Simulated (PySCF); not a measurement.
## Electron correlation in Se⁻ (selenium, charge -1)

[Ar] 3d10 4s2 4p5, 2P determinant. All numbers are calculated (PySCF 2.14, no relativity, point nucleus, in dyall-av2z (16s12p8d, 92 functions)). Frozen: [Ar] 3d10; 7 electrons correlated; the 39 highest virtual orbitals of each spin left out.

MP2 pair energies summed by pair of shells (mhartree):

```json
{"pair": "4p-4p", "energy": "-68.57", "share (%)": "62.8"}
{"pair": "4s-4p", "energy": "-33.29", "share (%)": "30.5"}
{"pair": "4s-4s", "energy": "-7.37", "share (%)": "6.7"}
```

Total MP2 correlation energy: -109.22 mhartree.

Same-spin part -27.23 and opposite-spin part -82.00 mhartree; SCS-MP2 scales them by 1/3 and 6/5 to -107.47 mhartree.
